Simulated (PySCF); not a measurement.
All of these have the formula C3H9F3Si2. Method: TDDFT CAM-B3LYP/def2-SVPD, vertical, gas phase, core orbitals frozen in the response (PySCF 2.14.0, density-fitted response routines). Geometries: GFN2-xTB; one conformer of each isolated species. Triplets are in the Tamm–Dancoff approximation. 'Strongest' means the level of largest summed f among the lowest 8 singlets; it needn't be the same kind of state in each.

Question: Rank by computed LUMO energy, lowest first.
A. `CC[Si@H]([SiH3])C(F)(F)F`
B. `C[SiH2]C[SiH2]C(F)(F)F`
C. `FCC(F)(CF)[SiH2][SiH3]`
D. `CC[SiH2][SiH2]C(F)(F)F`

Answer: D (0.15 eV), A (0.46 eV), C (0.74 eV), B (0.88 eV).

| SMILES | LUMO (eV) | S1 (eV) | HOMO (eV) | strongest (eV) | f (strongest) | f (S1) | S1 mainly |
| --- | --- | --- | --- | --- | --- | --- | --- |
| CC[SiH2][SiH2]C(F)(F)F | 0.15 | 6.90 | -9.95 | 8.35 | 0.10 | 0.031 | H→L (83%) |
| CC[Si@H]([SiH3])C(F)(F)F | 0.46 | 7.14 | -10.05 | 8.65 | 0.19 | 0.047 | H→L (84%) |
| FCC(F)(CF)[SiH2][SiH3] | 0.74 | 7.26 | -9.80 | 8.43 | 0.36 | 0.052 | H→L (61%) |
| C[SiH2]C[SiH2]C(F)(F)F | 0.88 | 8.10 | -10.31 | 8.10 | 0.08 | 0.084 | H→L (88%) |

H and L stand for HOMO and LUMO.
